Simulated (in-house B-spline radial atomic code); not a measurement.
How numerical settings move a run on Rb3+, [Ar] 3d10 4s2 4p4. Computed with an all-electron radial atomic-structure program (B-spline basis): Dirac-Kohn-Sham PBE, spherical fractional occupations, Fermi nucleus of rms radius 4.2036 fm.

Command:
```bash
python run_scf.py task.json out
```
Settings of the sound reference run:
```
Z                37
electrons        34
configuration    [Ar] 3d10 4s2 4p4
hamiltonian      dirac
method           pbe,pbe
spin_polarised   False
nucleus          fermi
rms_radius       4.2036
mass_number      85
atomic_mass      84.91179
speed_of_light   137.036
knot_spacing     0.22
spline_order     8
gauss_points     12
box_radius       16.22
max_iterations   70
damping          0.5
damped_steps     3
diis_vectors     10
tolerance        1e-08
start            Thomas-Fermi
```

Run time, properties included: 1.8 s on 1 thread of Intel(R) Xeon(R) Platinum 8259CL CPU @ 2.50GHz, with other jobs on the host.

It converges in 9 iterations to -2978.781306 hartree, with 4p3/2 at -46.3889 eV. The other runs change the listed settings, some to values that make no sense; their results aren't properties of the atom or ion. Radii are in bohr (the nuclear one in fm), a minus after a letter asks for a j subshell, and «unchanged» means within 1e-8 hartree. The run stops when the residual is below 10 × tolerance × max(1, Z/10), or a noise floor if that is larger, and the energy moves by less than 1e-8 × √|E| hartree; so very loose and very tight tolerances often act alike.

| changed settings | outcome |
| --- | --- |
| box_radius = 64.88 | converged in 9 iterations, energy +3.13e-08 hartree from the reference |
| start = bare nucleus | converged in 10 iterations, energy unchanged |
| knot_spacing = 1.4, max_iterations = 75, damping = 0.95, damped_steps = 0, start = bare nucleus | converged in 9 iterations, energy +1.35e+02 hartree from the reference, 4p3/2 level -2.6e-01 eV (the program warns: 4p3/2 reaches the box edge; 1s1/2 reaches the box edge) |
| box_radius = 0.97 | converged in 8 iterations, energy +1.26e+02 hartree from the reference, 4p3/2 level +5.8e+02 eV (the program warns: 4p3/2 has a positive eigenvalue: unbound, held by the box; 3d3/2 has a positive eigenvalue: unbound, held by the box) |
| box_radius = 4.87 | converged in 9 iterations, energy +1.68e-03 hartree from the reference, 4p3/2 level +5.1e-02 eV (the program warns: 4p3/2 reaches the box edge; 4s1/2 reaches the box edge) |
| max_iterations = 2 | not converged after 2 iterations, last residual 2.1e-01, last energy +8.34e-01 hartree from the reference |
| box_radius = 3.24 | converged in 9 iterations, energy +1.72e-01 hartree from the reference, 4p3/2 level +2.6e+00 eV (the program warns: 4p3/2 reaches the box edge; 3d3/2 reaches the box edge) |
| box_radius = 0.65 | converged in 7 iterations, energy +5.41e+02 hartree from the reference, 4p3/2 level +2.0e+03 eV (the program warns: 4p3/2 has a positive eigenvalue: unbound, held by the box; 3s1/2 has a positive eigenvalue: unbound, held by the box) |
| max_iterations = 60, damped_steps = 8, tolerance = 1e-13, start = bare nucleus | converged in 14 iterations, energy unchanged, 4p3/2 level -6.5e-06 eV |
| max_iterations = 8 | not converged after 8 iterations, last residual 1.4e-06, last energy +0.00e+00 hartree from the reference |
| box_radius = 2.43 | converged in 8 iterations, energy +1.51e+00 hartree from the reference, 4p3/2 level +1.5e+01 eV (the program warns: 4p3/2 reaches the box edge; 3s1/2 reaches the box edge) |
| max_iterations = 12 | converged in 9 iterations, energy unchanged |
| box_radius = 1.62 | converged in 8 iterations, energy +1.39e+01 hartree from the reference, 4p3/2 level +9.1e+01 eV (the program warns: 4p3/2 has a positive eigenvalue: unbound, held by the box; 4s1/2 has a positive eigenvalue: unbound, held by the box) |
| electrons = 35, configuration = [Ar] 3d10 4s2 4p4 5p-1, max_iterations = 75 | converged in 10 iterations to -2979.3162 hartree, a different physical problem (warning: 5p1/2 reaches the box edge) |

(1) What happens with first_knot = 0.0027, max_iterations = 60, damped_steps = 30, start = bare nucleus?

(2) What happens with knot_spacing = 0.3, box_radius = 0.65, max_iterations = 75, damping = 0.2?

(3) What happens with max_iterations = 5?

(4) What happens with max_iterations = 3?

## Answers

(1) Converged in 22 iterations, energy +1.43e-02 hartree from the reference, 4p3/2 level +1.1e-04 eV.

(2) Converged in 7 iterations, energy +5.38e+02 hartree from the reference, 4p3/2 level +1.9e+03 eV (the program warns: 4p3/2 has a positive eigenvalue: unbound, held by the box; 3s1/2 has a positive eigenvalue: unbound, held by the box).

(3) Not converged after 5 iterations, last residual 1.9e-03, last energy +8.54e-05 hartree from the reference.

(4) Not converged after 3 iterations, last residual 2.4e-02, last energy +1.27e-02 hartree from the reference.
